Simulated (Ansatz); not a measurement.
Input file for Ansatz (a first-principles code): R-B97M-V/def2-TZVPP on FeO2 (SMILES [O]=[Fe]=[O]), 2S+1 = 1, a spin state set in the input, which need not be the lowest.

Ansatz 0.2 input:
```yaml
crystal:
  periodic: [false, false, false]
  atoms:
    - {symbol: Fe, position_ang: [0.13424227, -0.09713333, 0.13161326]}
    - {symbol: O, position_ang: [1.07114373, 0.25321574, -1.05152828]}
    - {symbol: O, position_ang: [-1.23855471, -0.10881081, 0.84969539]}
basis:
  gaussian:
    orbitals: def2-TZVPP
hamiltonian:
  xc: {name: B97M-V}
```

The head of its log:

```
WARN ansatz: RAYON_NUM_THREADS=1 ignored (pool sized by the plan → 1); use --threads N
Functional definition: B97M-V
integrals: 0.05 GiB planned
773 factors; their error is unknown
mean field: 0.42 GiB planned
mean field evaluation 1: about -38462.9170 eV, gradient 7.3e1 eV
mean field evaluation 2: about -38291.1773 eV, gradient 3.3e2 eV
```

Problem. What total energy does the run end on?

Solution. -1413.7958 hartree.
